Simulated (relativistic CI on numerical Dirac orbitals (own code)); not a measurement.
## Hyperfine structure of Se²⁶⁺, mass number 79

Method of calculation: Dirac-Coulomb-Breit CI, separate exchange-only KLI orbitals for each configuration, QED by a radiative potential, unscaled Slater integrals (own radial code, finite nucleus).

Configuration list (outside the closed core 1s2): 2s2.2p4, 2s.2p5, 2p6, 2p5.3s, 2p5.3p, 2p5.3d, 2s2.2p3.3s, 2s2.2p3.3p, 2s2.2p3.3d, 2s.2p4.3s, 2s.2p4.3p, 2s.2p4.3d, 2s2.2p3.4s, 2s2.2p3.4p, 2s2.2p3.4d, 2s2.2p3.4f. Levels of other configurations are missing.

Nuclear spin I = 7/2, μ = -1.018 μN, Q = 0.8 b (tables of Stone and Pyykkö). The electronic factors are computed for point nuclear moments, without core polarisation or the Bohr-Weisskopf and QED corrections.

```json
{"Level": "2s2.2p4 3P_2", "E (eV)": "0.00", "A (GHz)": "-18.52", "B (GHz)": "42.6"}
{"Level": "2s2.2p4 3P_1", "E (eV)": "40.13", "A (GHz)": "2.131", "B (GHz)": "-48.4"}
{"Level": "2s2.2p4 1D_2", "E (eV)": "52.41", "A (GHz)": "-41.36", "B (GHz)": "-140"}
{"Level": "2s.2p5 3P°_2", "E (eV)": "185.41", "A (GHz)": "-98.77", "B (GHz)": "-96.3"}
{"Level": "2s.2p5 3P°_1", "E (eV)": "205.62", "A (GHz)": "-9.488", "B (GHz)": "27"}
{"Level": "2s.2p5 1P°_1", "E (eV)": "261.09", "A (GHz)": "-150.9", "B (GHz)": "-75.4"}
{"Level": "2s2.2p3.3s 5S°_2", "E (eV)": "1575.38", "A (GHz)": "-31.41", "B (GHz)": "50.8"}
{"Level": "2s2.2p3.3s 3D°_1", "E (eV)": "1616.66", "A (GHz)": "15.45", "B (GHz)": "23.6"}
```

Levels with J = 0, under 50 % of one LS term, or S terms without an open s electron are left out. Small factors come from cancelling terms and can be off by tens of per cent or more.

At this charge energies of transitions that change n are usually good to better than 1 %, and those within a shell (Δn = 0) to a few per cent.

(1) Give the hyperfine levels of 2s2.2p4 3P_2 relative to its centre of gravity.

Answers

(1) With K = F(F + 1) − I(I + 1) − J(J + 1), E = AK/2 + B[¾K(K + 1) − I(I + 1)J(J + 1)]/[2I(2I − 1)J(2J − 1)]: F = 3/2: 189.5, F = 5/2: 124.2, F = 7/2: 43.38, F = 9/2: -42.24, F = 11/2: -119 GHz.

LS names give the leading component of a level, which can be under half, so a name can repeat, a term be missing and a line seem to break the LS rules.
